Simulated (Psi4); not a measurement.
CH5AlO2 (SMILES [CH3][Al]([OH])[OH]), singlet, geometry from GFN2-xTB (such geometries of metal compounds can be far from the true shape); BLYP/6-311G** run with Psi4 1.11.

Input for Psi4:
```
memory 2 GB

molecule mol {
0 1
Al    0.077495    0.072760    0.005579
C    -1.429124   -1.224157   -0.136255
H    -1.103574   -2.145534   -0.615245
H    -2.255784   -0.816331   -0.712402
H    -1.800166   -1.498175    0.849291
O    -0.039166    1.511442   -0.787356
H    -0.099529    2.338246   -1.240171
O     1.375252   -0.372392    0.916601
H     2.137670   -0.591536    1.429574
}

set {
  basis 6-311g**
  reference rks
  scf_type pk
  puream true
  d_convergence 1e-8
  dft_radial_points 99
  dft_spherical_points 590
}

energy('blyp')
print_variables()
```

It wrote (shortened):

```
   => Loading Basis Set <=

    Name: 6-311G**
    Role: ORBITAL
    Keyword: BASIS

         ---------------------------------------------------------
                                   SCF
               by Justin Turney, Rob Parrish, Andy Simmonett
                          and Daniel G. A. Smith
                              RKS Reference
         ---------------------------------------------------------

  ==> Geometry <==

    Molecular point group: c1
    Full point group: C1

    Geometry (in Angstrom), charge = 0, multiplicity = 1:

       Center              X                  Y                   Z               Mass
    ------------   -----------------  -----------------  -----------------  -----------------
         AL           0.035839962937     0.036478978264     0.001743757447    26.981538530000
         C           -1.470779037063    -1.260438021736    -0.140090242553    12.000000000000
         H           -1.145229037063    -2.181815021736    -0.619080242553     1.007825032230
         H           -2.297439037063    -0.852612021736    -0.716237242553     1.007825032230
         H           -1.841821037063    -1.534456021736     0.845455757447     1.007825032230
         O           -0.080821037063     1.475160978264    -0.791191242553    15.994914619570
         H           -0.141184037063     2.301964978264    -1.244006242553     1.007825032230
         O            1.333596962937    -0.408673021736     0.912765757447    15.994914619570
         H            2.096014962937    -0.627817021736     1.425738757447     1.007825032230

  Running in c1 symmetry.

  Rotational constants: A =      0.20791  B =      0.19041  C =      0.10122 [cm^-1]
  Rotational constants: A =   6232.87975  B =   5708.49654  C =   3034.56450 [MHz]
  Nuclear repulsion =  159.127999830465683

  Charge       = 0
  Multiplicity = 1
  Electrons    = 40
  Nalpha       = 20
  Nbeta        = 20

  ==> Algorithm <==

  SCF Algorithm Type is PK.
  DIIS enabled.
  MOM disabled.
  Fractional occupation disabled.
  Guess Type is SAD.
  Energy threshold   = 1.00e-06
  Density threshold  = 1.00e-08
  Integral threshold = 1.00e-12

  ==> Primary Basis <==

  Basis Set: 6-311G**
    Blend: 6-311G**
    Number of shells: 56
    Number of basis functions: 110
    Number of Cartesian functions: 114
    Spherical Harmonics?: true
    Max angular momentum: 2

  ==> DFT Potential <==

   => LibXC <=

    Version 7.1.2
[...]
   @RKS iter   7:  -434.11338335016666   -6.53948e-06   5.99809e-05 DIIS
   @RKS iter   8:  -434.11339844000236   -1.50898e-05   5.39390e-06 DIIS
   @RKS iter   9:  -434.11339858140326   -1.41401e-07   1.58482e-06 DIIS
   @RKS iter  10:  -434.11339859411197   -1.27087e-08   2.91870e-07 DIIS
   @RKS iter  11:  -434.11339859467563   -5.63659e-10   4.43490e-08 DIIS
   @RKS iter  12:  -434.11339859468484   -9.20863e-12   4.49560e-09 DIIS
  Energy and wave function converged.

  ==> Post-Iterations <==

   Electrons on quadrature grid:
      Ntotal   =   39.9999998919 ; deviation = -1.081e-07

    Orbital Energies [Eh]
    ---------------------

    Doubly Occupied:

[...]
    Virtual:

[...]
    Final Occupation by Irrep:
              A
    DOCC [    20 ]
    NA   [    20 ]
    NB   [    20 ]

  @RKS Final Energy:  -434.11339859468484

   => Energetics <=

    Nuclear Repulsion Energy =            159.1279998304656829
    One-Electron Energy =                -916.7826379807107742
    Two-Electron Energy =                 366.8368298138012165
    DFT Exchange-Correlation Energy =     -43.2955902582409848
    Empirical Dispersion Energy =           0.0000000000000000
    VV10 Nonlocal Energy =                  0.0000000000000000
    Total Energy =                       -434.1133985946848384

Computation Completed

Properties will be evaluated at   0.000000,   0.000000,   0.000000 [a0]

Properties computed using the SCF density matrix

 Multipole Moments:

 ------------------------------------------------------------------------------------
     Multipole            Electronic (a.u.)      Nuclear  (a.u.)        Total (a.u.)
 ------------------------------------------------------------------------------------

 L = 1.  Multiply by 2.5417464519 to convert [e a0] to [Debye]
 Dipole X            :          3.4435370           -3.1486720            0.2948649
 Dipole Y            :          2.9986950           -2.7424327            0.2562623
 Dipole Z            :          0.3137106           -0.2898948            0.0238158
 Magnitude           :                                                    0.3913858

 ------------------------------------------------------------------------------------

  Variable Map:
  ----------------------------------------------------------------------------
[...]
  Array Variable Map:
  ----------------------------------------------------------------------------
[...]
[...]
```
